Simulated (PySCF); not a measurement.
Geometry (Å), atoms numbered from 1 in this order:
```xyz
16

N    -0.4546   -1.5744    3.7703
C    -0.9747   -1.1654    2.8353
Si   -1.8174   -0.4909    1.3070
C    -0.4413   -0.0354    0.0976
C     0.3447    1.0936    0.3200
C     1.3595    1.4462   -0.5492
C     1.5873    0.6501   -1.6573
F     2.5743    0.9850   -2.5127
C     0.8304   -0.4788   -1.9123
C    -0.1798   -0.8113   -1.0288
H    -2.6645   -1.5605    0.7788
H    -2.5644    0.6931    1.7376
H     0.1608    1.7084    1.1893
H     1.9708    2.3188   -0.3803
H     1.0371   -1.0777   -2.7856
H    -0.7756   -1.6917   -1.2212
```

[PySCF 2.14.0 with density-fitted response routines: NMR shieldings at PBE0/pcSseg-1/GIAO; GFN2-xTB geometry; one computed conformer; no relativistic terms; isolated molecule; rapidly exchanging positions averaged]

Task: List the cross peaks expected in HSQC, COSY and HMBC spectra.

Result: 

HSQC (one-bond C–H):
| δH | δC |
| --- | --- |
| 7.91 (H13/H16) | 143.9 (C5/C10) |
| 7.49 (H14/H15) | 122.0 (C6/C9) |

COSY cross peaks (H two or three bonds apart, from the bond graph; peaks can be absent where the dihedral angle is near 90°):
| δH | δH |
| --- | --- |
| 7.91 (H13/H16) | 7.49 (H14/H15) |

HMBC (two and three bonds, from the bond graph):
| δH | δC |
| --- | --- |
| 7.91 (H13/H16) | 175.6 (C7), 143.9 (C5/C10), 126.7 (C4), 122.0 (C6/C9) |
| 7.49 (H14/H15) | 175.6 (C7), 143.9 (C5/C10), 126.7 (C4), 122.0 (C6/C9) |
| 4.96 (H11/H12) | 143.9 (C5/C10), 126.7 (C4), 123.5 (C2) |

Referencing at the same level of theory: ¹H (31.72 ppm), ¹³C (186.93 ppm) vs TMS.

Short H···H contacts in this conformer between protons four or more bonds apart (candidates for NOE cross peaks, intensity ∝ r⁻⁶): H11···H16 2.75 Å.

Shifts are as computed. Against solution values, carbons near 30 ppm lie about +3 ppm off and those near 130 ppm about +5 ppm. Of 1309 compounds with measured shifts, 239 miss one by over three times the rms of a fit or turn the order of signals round; such compounds aren't used in these exercises.
